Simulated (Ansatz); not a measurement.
Consider the formal exchange of groups at the Al–Si bond: `[NH2][AlH][SiH2]O` + `BF` → `[NH2][AlH][BH]F` + silanol.

Program: Ansatz. Geometries: PBE0-D4/def2-TZVP. ΔE: electronic, gas phase. CCSD(T)/CBS is the MP2 limit (def2-TZVPP, def2-QZVPP) plus CCSD(T) − MP2 in def2-TZVPP, frozen cores. This one scheme is used for every species. DFT in def2-TZVPP. B3LYP here is the variant with VWN-RPA as its local correlation; programs differ in this. Each species was taken in one conformer, which may not be the lowest.

`[NH2][AlH][SiH2]O`:

```xyz
10

N     2.055   -0.091   -0.175
Al    0.754    0.734    0.697
Si   -1.531   -0.070    0.234
O    -1.573   -1.148   -1.036
H     3.036    0.128   -0.100
H     1.922   -0.887   -0.778
H     1.169    1.919    1.671
H    -2.473    1.067   -0.017
H    -2.099   -0.828    1.384
H    -1.259   -0.824   -1.881
```

`BF`:

```xyz
4

B    -0.025   -0.013   -0.041
F     0.646    0.339    1.036
H    -1.221    0.032    0.007
H     0.600   -0.357   -1.002
```

`[NH2][AlH][BH]F`:

```xyz
8

N    -0.224    0.934    1.325
Al   -0.440   -0.530    0.354
B     0.536   -0.571   -1.582
F     1.198    0.511   -1.983
H    -0.614    1.093    2.241
H     0.313    1.735    1.033
H    -1.328   -1.688    0.985
H     0.558   -1.484   -2.373
```

`O[SiH3]`:

Cartesian coordinates in Å:
```
O -0.742 0.821 -0.646
Si 0.073 -0.281 0.268
H -0.244 1.325 -1.289
H 0.711 -1.330 -0.574
H -0.937 -0.897 1.158
H 1.140 0.362 1.083
```

| level | ΔE (kJ/mol) |
| --- | --- |
| PBE-D4 | 37.7 |
| PBE0-D4 | 37.5 |
| r2SCAN0-D4 | 35.5 |
| B3LYP | 30.5 |
| r2SCANh | 34.8 |
| LC-ωPBE | 31.7 |
| CCSD/def2-SVP | 29.6 |
| MP2/CBS(def2) | 33.1 |

(1) What does CCSD(T)/CBS give? (Best estimate.)

(2) What do rigid-rotor, harmonic-oscillator terms from PBE0-D4/def2-TZVP frequencies (298.15 K, 1 bar) make of the CCSD(T)/CBS value? (Best estimate.)

Largest T1 diagnostic among the species: 0.014.

Results:

(1) The calculation gave: +31.8 kJ/mol. The listed levels differ from it by 5.9, 5.7, 3.7, -1.3, 3.0, -0.1, -2.2, 1.3 kJ/mol.

(2) The calculation gave: ΔZPE = -1.4 kJ/mol, ΔH = +29.4 kJ/mol, ΔS = 11 J/(mol·K), ΔG = +26.2 kJ/mol. Modes under 50 cm⁻¹ make the entropy rough.

Leaving LDA and LC-ωPBE aside and taking each functional with its dispersion term where it has one, the values, not all of them listed here, spread over 8.4 kJ/mol, from ωB97M-V to PBE-D4. In def2-TZVPP, CCSD(T) changes the Hartree–Fock value by +3.9 kJ/mol (the triples alone add +1.0 kJ/mol) and MP2 by +5.2 kJ/mol. The D4 term adds +3.3 kJ/mol with B3LYP and +2.0 kJ/mol with PBE0; it sums over pairs of atoms, weighted by their polarisabilities, and B3LYP, whose exchange is more repulsive, gets the larger term.
